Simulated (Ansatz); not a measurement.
Ansatz (an electronic-structure program) input (B3LYP/6-31G*):

Ansatz 0.2 input:
```yaml
crystal:
  periodic: [false, false, false]
  atoms:
    - {symbol: Si, position_ang: [-3.25158657, 0.12390025, 0.66085497]}
    - {symbol: O, position_ang: [-1.69651065, -0.42800865, 0.45406743]}
    - {symbol: C, position_ang: [-0.63321820, 0.42141105, 0.04058110]}
    - {symbol: C, position_ang: [0.63321820, -0.42141105, -0.04058110]}
    - {symbol: O, position_ang: [1.69651065, 0.42800865, -0.45406743]}
    - {symbol: Si, position_ang: [3.25158657, -0.12390025, -0.66085497]}
    - {symbol: H, position_ang: [-3.31629963, 1.19189454, 1.69962597]}
    - {symbol: H, position_ang: [-3.80467724, 0.68021303, -0.60739246]}
    - {symbol: H, position_ang: [-4.05305635, -1.04580820, 1.08995344]}
    - {symbol: H, position_ang: [-0.47870018, 1.24135764, 0.75623003]}
    - {symbol: H, position_ang: [-0.83869788, 0.86418193, -0.94434208]}
    - {symbol: H, position_ang: [0.83869788, -0.86418193, 0.94434208]}
    - {symbol: H, position_ang: [0.47870018, -1.24135764, -0.75623003]}
    - {symbol: H, position_ang: [3.80467724, -0.68021303, 0.60739246]}
    - {symbol: H, position_ang: [4.05305635, 1.04580820, -1.08995344]}
    - {symbol: H, position_ang: [3.31629963, -1.19189454, -1.69962597]}
basis:
  gaussian:
    orbitals: 6-31G*
hamiltonian:
  xc: {name: B3LYP}
phonons: {temperatures: {t_min: 298.15, t_max: 298.15, t_step: 100}}
```

Output:

```
Functional definition: B3LYP
integrals: 0.08 GiB planned
1296 factors; integrals over basis functions are off by at most 6.4e-4 eV
mean field: 0.64 GiB planned
mean field evaluation 1: about -22081.0481 eV, gradient 5.9e1 eV
mean field evaluation 2: about -22069.1452 eV, gradient 1.0e2 eV
mean field evaluation 4: about -22087.5019 eV, gradient 3.7e0 eV
mean field evaluation 8: about -22087.5570 eV, gradient 1.8e-2 eV
mean field evaluation 16: about -22087.5570 eV, gradient 6.6e-6 eV
mean field -22087.55699182 eV, -811.7027479654 hartree, gradient 6.6e-6 eV, S^2 0.000000; 0 other end points of the search recorded, 0 dependent functions left out
the calculation of the forces begins
reference -22087.55731714 eV, -811.7027599207 hartree; 33, 33 occupied and 85, 85 virtual orbitals, 1296 factors
these checks for a lower state are left out or cut short: stability, starts, cluster_reference, orbital_swaps, neighbouring_geometries, increment
integrals: 0.08 GiB planned
1296 factors; integrals over basis functions are off by at most 6.4e-4 eV
mean field: 0.64 GiB planned
mean field -22087.55688656 eV, -811.7027440972 hartree, gradient 1.1e-6 eV, S^2 0.000000; 0 other end points of the search recorded, 0 dependent functions left out
the calculation of the forces begins
reference -22087.55721189 eV, -811.7027560528 hartree; 33, 33 occupied and 85, 85 virtual orbitals, 1296 factors
these checks for a lower state are left out or cut short: stability, starts, cluster_reference, orbital_swaps, neighbouring_geometries, increment
integrals: 0.08 GiB planned
1296 factors; integrals over basis functions are off by at most 6.4e-4 eV
mean field: 0.64 GiB planned
mean field -22087.55688618 eV, -811.7027440833 hartree, gradient 1.7e-6 eV, S^2 0.000000; 0 other end points of the search recorded, 0 dependent functions left out
the calculation of the forces begins
reference -22087.55721149 eV, -811.7027560383 hartree; 33, 33 occupied and 85, 85 virtual orbitals, 1296 factors
these checks for a lower state are left out or cut short: stability, starts, cluster_reference, orbital_swaps, neighbouring_geometries, increment
integrals: 0.08 GiB planned
1296 factors; integrals over basis functions are off by at most 6.4e-4 eV
mean field: 0.64 GiB planned
mean field evaluation 32: about -22087.5568 eV, gradient 1.1e-1 eV
mean field -22087.55688002 eV, -811.7027438570 hartree, gradient 1.9e-6 eV, S^2 0.000000; 0 other end points of the search recorded, 0 dependent functions left out
the calculation of the forces begins
reference -22087.55720530 eV, -811.7027558108 hartree; 33, 33 occupied and 85, 85 virtual orbitals, 1296 factors
these checks for a lower state are left out or cut short: stability, starts, cluster_reference, orbital_swaps, neighbouring_geometries, increment
integrals: 0.08 GiB planned
1296 factors; integrals over basis functions are off by at most 6.4e-4 eV
mean field: 0.64 GiB planned
mean field -22087.55687993 eV, -811.7027438537 hartree, gradient 1.1e-6 eV, S^2 0.000000; 0 other end points of the search recorded, 0 dependent functions left out
the calculation of the forces begins
reference -22087.55720530 eV, -811.7027558106 hartree; 33, 33 occupied and 85, 85 virtual orbitals, 1296 factors
these checks for a lower state are left out or cut short: stability, starts, cluster_reference, orbital_swaps, neighbouring_geometries, increment
integrals: 0.08 GiB planned
1296 factors; integrals over basis functions are off by at most 6.4e-4 eV
mean field: 0.64 GiB planned
mean field -22087.55692885 eV, -811.7027456513 hartree, gradient 2.3e-6 eV, S^2 0.000000; 0 other end points of the search recorded, 0 dependent functions left out
the calculation of the forces begins
reference -22087.55725416 eV, -811.7027576064 hartree; 33, 33 occupied and 85, 85 virtual orbitals, 1296 factors
these checks for a lower state are left out or cut short: stability, starts, cluster_reference, orbital_swaps, neighbouring_geometries, increment
integrals: 0.08 GiB planned
1296 factors; integrals over basis functions are off by at most 6.4e-4 eV
mean field: 0.64 GiB planned
mean field -22087.55692834 eV, -811.7027456329 hartree, gradient 7.1e-7 eV, S^2 0.000000; 0 other end points of the search recorded, 0 dependent functions left out
the calculation of the forces begins
reference -22087.55725367 eV, -811.7027575885 hartree; 33, 33 occupied and 85, 85 virtual orbitals, 1296 factors
these checks for a lower state are left out or cut short: stability, starts, cluster_reference, orbital_swaps, neighbouring_geometries, increment
integrals: 0.08 GiB planned
1296 factors; integrals over basis functions are off by at most 6.4e-4 eV
mean field: 0.64 GiB planned
mean field -22087.55690656 eV, -811.7027448321 hartree, gradient 2.0e-6 eV, S^2 0.000000; 0 other end points of the search recorded, 0 dependent functions left out
[...]
reference -22087.55728661 eV, -811.7027587990 hartree; 33, 33 occupied and 85, 85 virtual orbitals, 1296 factors
these checks for a lower state are left out or cut short: stability, starts, cluster_reference, orbital_swaps, neighbouring_geometries, increment
integrals: 0.08 GiB planned
1296 factors; integrals over basis functions are off by at most 6.4e-4 eV
mean field: 0.64 GiB planned
mean field evaluation 128: about -22087.5570 eV, gradient 5.5e-5 eV
mean field -22087.55696112 eV, -811.7027468375 hartree, gradient 1.2e-6 eV, S^2 0.000000; 0 other end points of the search recorded, 0 dependent functions left out
the calculation of the forces begins
reference -22087.55728643 eV, -811.7027587924 hartree; 33, 33 occupied and 85, 85 virtual orbitals, 1296 factors
these checks for a lower state are left out or cut short: stability, starts, cluster_reference, orbital_swaps, neighbouring_geometries, increment
integrals: 0.08 GiB planned
1296 factors; integrals over basis functions are off by at most 6.4e-4 eV
mean field: 0.64 GiB planned
mean field -22087.55694847 eV, -811.7027463726 hartree, gradient 6.7e-7 eV, S^2 0.000000; 0 other end points of the search recorded, 0 dependent functions left out
the calculation of the forces begins
reference -22087.55727379 eV, -811.7027583278 hartree; 33, 33 occupied and 85, 85 virtual orbitals, 1296 factors
these checks for a lower state are left out or cut short: stability, starts, cluster_reference, orbital_swaps, neighbouring_geometries, increment
integrals: 0.08 GiB planned
1296 factors; integrals over basis functions are off by at most 6.4e-4 eV
mean field: 0.64 GiB planned
mean field -22087.55694895 eV, -811.7027463901 hartree, gradient 7.3e-7 eV, S^2 0.000000; 0 other end points of the search recorded, 0 dependent functions left out
the calculation of the forces begins
reference -22087.55727428 eV, -811.7027583456 hartree; 33, 33 occupied and 85, 85 virtual orbitals, 1296 factors
these checks for a lower state are left out or cut short: stability, starts, cluster_reference, orbital_swaps, neighbouring_geometries, increment
integrals: 0.08 GiB planned
1296 factors; integrals over basis functions are off by at most 6.4e-4 eV
mean field: 0.64 GiB planned
mean field -22087.55697718 eV, -811.7027474276 hartree, gradient 1.9e-6 eV, S^2 0.000000; 0 other end points of the search recorded, 0 dependent functions left out
the calculation of the forces begins
reference -22087.55730250 eV, -811.7027593826 hartree; 33, 33 occupied and 85, 85 virtual orbitals, 1296 factors
these checks for a lower state are left out or cut short: stability, starts, cluster_reference, orbital_swaps, neighbouring_geometries, increment
integrals: 0.08 GiB planned
1296 factors; integrals over basis functions are off by at most 6.4e-4 eV
mean field: 0.64 GiB planned
mean field -22087.55697718 eV, -811.7027474275 hartree, gradient 2.2e-6 eV, S^2 0.000000; 0 other end points of the search recorded, 0 dependent functions left out
the calculation of the forces begins
reference -22087.55730251 eV, -811.7027593831 hartree; 33, 33 occupied and 85, 85 virtual orbitals, 1296 factors
these checks for a lower state are left out or cut short: stability, starts, cluster_reference, orbital_swaps, neighbouring_geometries, increment
integrals: 0.08 GiB planned
1296 factors; integrals over basis functions are off by at most 6.4e-4 eV
mean field: 0.64 GiB planned
mean field evaluation 160: about -22087.5570 eV, gradient 1.7e-5 eV
mean field -22087.55697183 eV, -811.7027472308 hartree, gradient 1.4e-6 eV, S^2 0.000000; 0 other end points of the search recorded, 0 dependent functions left out
the calculation of the forces begins
reference -22087.55729715 eV, -811.7027591860 hartree; 33, 33 occupied and 85, 85 virtual orbitals, 1296 factors
these checks for a lower state are left out or cut short: stability, starts, cluster_reference, orbital_swaps, neighbouring_geometries, increment
integrals: 0.08 GiB planned
1296 factors; integrals over basis functions are off by at most 6.4e-4 eV
mean field: 0.64 GiB planned
mean field -22087.55697275 eV, -811.7027472648 hartree, gradient 1.1e-6 eV, S^2 0.000000; 0 other end points of the search recorded, 0 dependent functions left out
the calculation of the forces begins
reference -22087.55729808 eV, -811.7027592202 hartree; 33, 33 occupied and 85, 85 virtual orbitals, 1296 factors
these checks for a lower state are left out or cut short: stability, starts, cluster_reference, orbital_swaps, neighbouring_geometries, increment
integrals: 0.08 GiB planned
1296 factors; integrals over basis functions are off by at most 6.4e-4 eV
mean field: 0.64 GiB planned
mean field -22087.55693026 eV, -811.7027457031 hartree, gradient 3.0e-6 eV, S^2 0.000000; 0 other end points of the search recorded, 0 dependent functions left out
the calculation of the forces begins
reference -22087.55725558 eV, -811.7027576586 hartree; 33, 33 occupied and 85, 85 virtual orbitals, 1296 factors
these checks for a lower state are left out or cut short: stability, starts, cluster_reference, orbital_swaps, neighbouring_geometries, increment
integrals: 0.08 GiB planned
1296 factors; integrals over basis functions are off by at most 6.4e-4 eV
mean field: 0.64 GiB planned
mean field -22087.55693002 eV, -811.7027456945 hartree, gradient 2.0e-6 eV, S^2 0.000000; 0 other end points of the search recorded, 0 dependent functions left out
the calculation of the forces begins
reference -22087.55725534 eV, -811.7027576497 hartree; 33, 33 occupied and 85, 85 virtual orbitals, 1296 factors
these checks for a lower state are left out or cut short: stability, starts, cluster_reference, orbital_swaps, neighbouring_geometries, increment
integrals: 0.08 GiB planned
1296 factors; integrals over basis functions are off by at most 6.4e-4 eV
mean field: 0.64 GiB planned
mean field -22087.55693815 eV, -811.7027459933 hartree, gradient 2.0e-6 eV, S^2 0.000000; 0 other end points of the search recorded, 0 dependent functions left out
the calculation of the forces begins
reference -22087.55726348 eV, -811.7027579487 hartree; 33, 33 occupied and 85, 85 virtual orbitals, 1296 factors
these checks for a lower state are left out or cut short: stability, starts, cluster_reference, orbital_swaps, neighbouring_geometries, increment
integrals: 0.08 GiB planned
1296 factors; integrals over basis functions are off by at most 6.4e-4 eV
mean field: 0.64 GiB planned
mean field evaluation 192: about -22087.5569 eV, gradient 1.9e-6 eV
mean field -22087.55693807 eV, -811.7027459901 hartree, gradient 1.9e-6 eV, S^2 0.000000; 0 other end points of the search recorded, 0 dependent functions left out
the calculation of the forces begins
reference -22087.55726339 eV, -811.7027579454 hartree; 33, 33 occupied and 85, 85 virtual orbitals, 1296 factors
Total energy: -22087.55731714 eV, -811.7027599207 hartree
Atom 0 at    -3.251587     0.123900     0.660855 Å, force     0.000053     0.000039    -0.000020 eV/Å
Atom 1 at    -1.696511    -0.428009     0.454067 Å, force     0.000309     0.000110    -0.000090 eV/Å
Atom 2 at    -0.633218     0.421411     0.040581 Å, force    -0.000453     0.000730    -0.000066 eV/Å
Atom 3 at     0.633218    -0.421411    -0.040581 Å, force     0.000453    -0.000730     0.000066 eV/Å
Atom 4 at     1.696511     0.428009    -0.454067 Å, force    -0.000309    -0.000110     0.000090 eV/Å
Atom 5 at     3.251587    -0.123900    -0.660855 Å, force    -0.000053    -0.000039     0.000020 eV/Å
Atom 6 at    -3.316300     1.191895     1.699626 Å, force     0.000050     0.000008     0.000013 eV/Å
Atom 7 at    -3.804677     0.680213    -0.607392 Å, force     0.000040    -0.000002    -0.000033 eV/Å
Atom 8 at    -4.053056    -1.045808     1.089953 Å, force    -0.000002    -0.000051     0.000012 eV/Å
Atom 9 at    -0.478700     1.241358     0.756230 Å, force    -0.000179    -0.000016    -0.000017 eV/Å
Atom 10 at    -0.838698     0.864182    -0.944342 Å, force    -0.000156     0.000008     0.000090 eV/Å
Atom 11 at     0.838698    -0.864182     0.944342 Å, force     0.000156    -0.000008    -0.000090 eV/Å
Atom 12 at     0.478700    -1.241358    -0.756230 Å, force     0.000179     0.000016     0.000017 eV/Å
Atom 13 at     3.804677    -0.680213     0.607392 Å, force    -0.000040     0.000002     0.000033 eV/Å
Atom 14 at     4.053056     1.045808    -1.089953 Å, force     0.000002     0.000051    -0.000012 eV/Å
Atom 15 at     3.316300    -1.191895    -1.699626 Å, force    -0.000050    -0.000008    -0.000013 eV/Å
Dipole moment:     0.000000    -0.000000    -0.000000 e Å
Vibrations: 29.64 59.35 88.84 89.93 137.52 170.76 171.48 328.42 343.12 716.82 717.48 732.76 734.83 789.49 832.19 871.05 945.23 945.99 965.94 969.21 995.92 1011.20 1089.54 1139.44 1147.07 1171.37 1252.72 1328.75 1378.17 1464.42 1541.93 1553.70 2228.25 2228.89 2230.07 2231.42 2285.77 2286.26 3016.65 3022.61 3048.45 3075.31 cm⁻¹, zero-point energy 3.184407 eV
```

The blocks after the first are displaced geometries, from whose forces the wavenumbers follow.
